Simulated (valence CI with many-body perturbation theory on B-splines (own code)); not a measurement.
Ladder of approximations for Os LXX

Calculated by configuration interaction combined with many-body perturbation theory (CI+MBPT): five valence electrons over a frozen Dirac-Fock core [He], a basis of 9 s, 9 p, 8 d, 6 f, 3 g, 1 h functions for each j, with the one-electron correlation potential Σ1 (screened to all orders), the two-electron term Σ2, the three-electron term Σ3, Breit, model QED; selected single and double excitations, second order for the rest (own B-spline code, finite nucleus).

No measured spectrum was set against this ion. As an estimate, large intervals hold to a few tenths of a per cent, small ones and those within an open d or f shell to about a per cent. Among the levels kept, up to 1200 cm⁻¹ of a level comes from second order outside the variational space, and about a tenth of that is noise between levels of different J, which matters for small intervals.

Each rung adds one term. CI alone is the Dirac-Coulomb CI over the frozen core; QED comes last and gives the full result, which names the levels. Energies are above (2s^2 2p1/2^2 2p3/2) J=3/2 on the same rung, in eV.

Levels are named by their leading jj configuration (3d3/2^4 stands for four electrons in 3d with j = 3/2), which in mixed levels can hold well under half, so a name can repeat and another be missing. Letters in brackets count levels of one name in rising energy.

```tsv
Level	CI alone	Σ1	Σ2	Σ3	Breit	QED	Full
(2s^2 2p1/2 2p3/2^2) J=3/2	1591	+0.2	0.0	0.0	-20.8	+2.0	1572
(2s^2 2p1/2 2p3/2^2) J=5/2	1625	+0.2	0.0	-0.1	-31.8	+2.0	1596
(2s^2 2p1/2 2p3/2^2) J=1/2	1666	+0.2	+0.1	-0.1	-17.8	+2.0	1651
(2s 2p1/2^2 2p3/2^2) J=5/2	1961	-0.1	-0.3	-0.1	-8.9	-17.9	1934
(2s 2p1/2^2 2p3/2^2) J=1/2	2060	-0.1	-0.3	-0.2	+2.4	-17.9	2044
(2s 2p1/2^2 2p3/2^2) J=3/2	2069	-0.1	-0.5	-0.3	-4.7	-17.9	2046
(2s^2 2p3/2^3) J=3/2	3265	+0.5	+0.1	-0.1	-41.8	+3.7	3227
(2s 2p1/2 2p3/2^3) J=3/2 [a]	3575	+0.1	-0.2	-0.2	-23.3	-15.9	3535
(2s 2p1/2 2p3/2^3) J=5/2	3628	+0.1	-0.3	-0.2	-34.7	-15.9	3577
(2s 2p1/2 2p3/2^3) J=1/2	3685	+0.1	-0.4	-0.3	-22.9	-16.0	3646
(2s 2p1/2 2p3/2^3) J=3/2 [b]	3699	+0.1	-0.4	-0.3	-29.1	-16.0	3654
(2p1/2^2 2p3/2^3) J=3/2	4096	-0.2	-0.8	-0.4	-6.7	-35.6	4053
(2s 2p3/2^4) J=1/2	5294	+0.4	-0.1	-0.3	-42.5	-14.0	5238
(2p1/2 2p3/2^4) J=1/2	5719	0.0	-0.6	-0.4	-27.9	-33.9	5656
(2s^2 2p1/2^2 3s) J=1/2	9300	+0.3	+0.2	-0.2	-9.4	+3.2	9294
(2s^2 2p1/2^2 3p1/2) J=1/2	9410	+0.2	+0.1	-0.2	-3.6	-2.5	9404
(2s^2 2p1/2^2 3p3/2) J=3/2	9896	+0.2	0.0	-0.2	-10.5	-1.9	9884
(2s^2 2p1/2^2 3d3/2) J=3/2	9991	+0.3	+0.1	-0.2	-11.0	-2.7	9977
(2s^2 2p1/2^2 3d5/2) J=5/2	10126	+0.3	+0.1	-0.2	-14.7	-2.5	10109
(2s^2 2p1/2 2p3/2 3s) J=3/2 [a]	10911	+0.5	+0.1	-0.2	-32.8	+5.2	10884
(2s^2 2p1/2 2p3/2 3s) J=1/2	10922	+0.5	+0.1	-0.2	-32.9	+5.2	10895
(2s^2 2p1/2 2p3/2 3s) J=5/2	10940	+0.5	+0.1	-0.2	-42.3	+5.2	10904
(2s^2 2p1/2 2p3/2 3s) J=3/2 [b]	10946	+0.5	+0.1	-0.2	-40.8	+5.2	10911
(2s^2 2p1/2 2p3/2 3p1/2) J=1/2	11019	+0.4	+0.1	-0.2	-26.7	-0.5	10992
(2s^2 2p1/2 2p3/2 3p1/2) J=3/2 [a]	11029	+0.4	0.0	-0.2	-29.8	-0.5	10998
(2s^2 2p1/2 2p3/2 3p1/2) J=5/2	11050	+0.4	+0.1	-0.2	-38.0	-0.5	11012
(2s^2 2p1/2 2p3/2 3p1/2) J=3/2 [b]	11088	+0.4	0.0	-0.2	-31.6	-0.6	11056
(2s 2p1/2^2 2p3/2 3s) J=5/2	11236	+0.1	-0.1	-0.2	-19.5	-14.6	11202
(2s 2p1/2^2 2p3/2 3s) J=3/2 [a]	11266	+0.1	-0.2	-0.3	-18.0	-14.7	11233
(2s 2p1/2^2 2p3/2 3s) J=1/2	11333	+0.1	-0.2	-0.3	-15.7	-14.6	11302
(2s 2p1/2^2 2p3/2 3s) J=3/2 [b]	11342	+0.1	-0.3	-0.3	-15.2	-14.7	11312
```

The middle columns are the shifts that each term adds.

(1) How does the ionisation energy move along the ladder, and which term matters most?

Answers

(1) CI alone 17638, + Σ1 17639, + Σ2 17639, + Σ3 17639, + Breit 17623, + QED 17621 eV. The largest step is Breit, -15 eV. NIST lists 17620 ± 50 eV (theoretical).
